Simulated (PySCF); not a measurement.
## How methods differ on the ionisation energy of O⁺

O⁺ [He] 2s2 2p3 (4S) → O²⁺ [He] 2s2 2p2 (3P), as a difference of total energies. All numbers are calculated (PySCF 2.14, the spin-free X2C one-electron Hamiltonian (Gaussian nucleus), in x2c-SVPall). Correlated levels: valence: 1s2 frozen. The calculations carry no spin-orbit coupling.

```csv
method,ionisation energy (eV)
UHF,34.716
LDA,35.746
PBE,35.449
MP2 (valence),35.100
SCS-MP2 (valence),34.902
CCSD (valence),34.888
CCSD(T) (valence),34.887
```

Errors of the correlated levels include the incompleteness of this basis and the frozen core.

Q: Which method comes closest to the reference value, and which is furthest?

A: The reference is 35.121 eV (measured; NIST Atomic Spectra Database, ionization energies). Closest: MP2 (valence) (error -0.021 eV); furthest: LDA (error 0.625 eV).
